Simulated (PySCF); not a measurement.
**Re (rhenium, neutral) across methods**

[Xe] 4f14 5d5 6s1 6p1, high-spin 8P determinant (an excited configuration). Computed with PySCF 2.14 in aug-cc-pVDZ-PP with ECP60MDF (5s5p4d2f, 54 functions), with a scalar-relativistic core potential.

| method | E (hartree) | mean ε 5d α (eV) | mean ε 6s α (eV) | mean ε 6p α (eV) | Σ⟨r²⟩ (bohr²) | ⟨S²⟩ |
| --- | --- | --- | --- | --- | --- | --- |
| wB97X | -78.3392 | -11.538 | -10.399 | -4.801 | 64.39 | 15.751 |
| r2SCAN | -78.4338 | -8.373 | -8.045 | -2.637 | 64.12 | 15.751 |
| PBE | -78.4045 | -7.995 | -7.618 | -2.506 | 65.28 | 15.750 |
| wB97X-V | -78.3153 | -11.559 | -10.586 | -4.929 | 64.12 | 15.751 |
| PBE0 | -78.3763 | -9.432 | -8.620 | -3.197 | 64.47 | 15.751 |
| UHF | -77.79552 | -13.307 | -10.934 | -5.100 | 64.26 | 15.753 |
| B97-3 | -78.3660 | -9.342 | -8.509 | -3.149 | 64.37 | 15.751 |
| LDA | -78.2079 | -7.998 | -8.066 | -2.606 | 65.04 | 15.750 |

Q: Estimate the same row for revPBE.

A: E (hartree) = -78.4495; mean ε 5d α (eV) = -7.963; mean ε 6s α (eV) = -7.584; mean ε 6p α (eV) = -2.481; Σ⟨r²⟩ (bohr²) = 65.21; ⟨S²⟩ = 15.751.

Energies and moments cover only the electrons outside the core potential. Spin-orbit coupling, absent here, splits the open shell strongly.
